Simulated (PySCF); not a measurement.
C4H4ClFO3.
Cartesian coordinates in Å at the PBE0-D3(BJ)/def2-SVP level; atoms count from 1:
```
atom  x, y, z in Å
O1     2.9994    0.2564   -0.0819
C2     1.8177    0.1736   -0.0677
O3     1.0325    1.2307    0.1666
C4    -0.3851    1.1865    0.1298
C5    -0.8713   -0.1911    0.5146
Cl6   -2.6314   -0.2992    0.3577
C7    -0.1645   -1.1700   -0.4014
F8    -0.4939   -0.9011   -1.6912
O9     1.2088   -1.0345   -0.2397
H10   -0.7371    1.4270   -0.8857
H11   -0.7465    1.9546    0.8252
H12   -0.6080   -0.4307    1.5551
H13   -0.4079   -2.2213   -0.1897
```

Level: wB97X-D/def2-SVPD in PySCF, non-relativistic, on one gas-phase PBE0-D3(BJ)/def2-SVP geometry that isn't relaxed in the solvent. The solvent is an IEF-PCM continuum (cavity from Bondi-type radii × 1.2), and excitations are vertical TDDFT with non-equilibrium linear response and a frozen core. Only the electrostatic response of the medium enters.

```csv
run,E − E(gas) (kcal/mol),HOMO (eV),HOMO–LUMO gap (eV),dipole (D),lowest singlet (eV),static polarisability (au)
gas,0.00,-11.07,12.40,3.88,6.92,69.5
P,-7.14,-10.99,12.58,4.64,7.12,84.1
Q,-8.23,-10.96,12.58,4.75,7.15,86.6
```

The runs were made in chloroform and tetrahydrofuran. Which run belongs to which solvent?

P = chloroform, Q = tetrahydrofuran. The dielectric constants are 4.711 (chloroform), 7.426 (tetrahydrofuran), and the energy falls further as ε rises. The optical constants n² used for the excitations are 2.09, 1.97 in the same order. In this model the ground state sees the solvent through ε alone.

How constant is the ratio of the lowering to (ε − 1)/(2ε + 1)?

```json
{"solvent": "chloroform", "(ε − 1)/(2ε + 1)": "0.356", "E − E(gas) (kcal/mol)": "-7.14", "ratio (kcal/mol)": "-20.0", "polarisation term (kcal/mol)": "-8.13"}
{"solvent": "tetrahydrofuran", "(ε − 1)/(2ε + 1)": "0.405", "E − E(gas) (kcal/mol)": "-8.23", "ratio (kcal/mol)": "-20.3", "polarisation term (kcal/mol)": "-9.55"}
```

The ratio changes by +1.2 % in size from chloroform to tetrahydrofuran. The polarisation term is half the interaction of the solute with the induced surface charges.

wB97X-D is run here without its empirical dispersion term; that term would change no orbital, density or response property at a fixed geometry.
